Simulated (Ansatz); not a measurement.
System: SiNH$_{2}$Cl, charge 0, singlet. SiNH2Cl (SMILES Cl[Si]N).
B3LYP-D3(BJ)/def2-TZVP minimum from Ansatz (a quantum-chemistry and plane-wave program):
```xyz
5

Si    -0.5177    -0.2914     0.7217
Cl     0.7140     1.0970    -0.3093
N     -0.5389    -1.5263    -0.4558
H     -0.0682    -1.5024    -1.3499
H     -1.0504    -2.3840    -0.3051
```

Quantity: atomisation energy (electronic, to ground-state atoms), in kcal/mol. UHF or UKS for unpaired electrons; spin-orbit terms are left out. CBS(X,Y): correlation extrapolated as X^-3, Hartree-Fock from the larger set (Q,5: extrapolated as (X+1)exp(-9√X)). A bracket is a step between two methods taken in the basis named. The functionals are non-relativistic, so their misses hold any scalar relativity. Double hybrids freeze cores in their MP2 part. 'core' is core correlation in cc-pwCVTZ (1s frozen past Ne), 'X2C' scalar relativity in cc-pVTZ-DK, both at CCSD(T). For partners of very few electrons the exact lower level stands in for a higher one.

CCSD(T)/CBS(cc-pV(Q+d)Z,cc-pV(5+d)Z) + [CCSDT(Q) - CCSD(T)]/cc-pV(T+d)Z + core + X2C (Ansatz) gives 395.9 kcal/mol.

Task: What does PBE/def2-TZVPD (Ansatz) give here, and how do the other levels compare?

Result: PBE gives 401.2 kcal/mol, 5.3 kcal/mol above it. Differences of the others: r2SCAN/def2-TZVPD (Ansatz) -4.6; B3LYP/def2-TZVPD (Ansatz) -5.0; wB97M-V/def2-TZVPD (Ansatz) 3.6; B2PLYP/def2-TZVPD (Ansatz) -7.4; CCSD(T)/CBS(cc-pV(Q+d)Z,cc-pV(5+d)Z) + core + X2C (Ansatz) -0.1 kcal/mol. Nearer than PBE: r2SCAN/def2-TZVPD, B3LYP/def2-TZVPD, wB97M-V/def2-TZVPD, CCSD(T)/CBS(cc-pV(Q+d)Z,cc-pV(5+d)Z) + core + X2C.
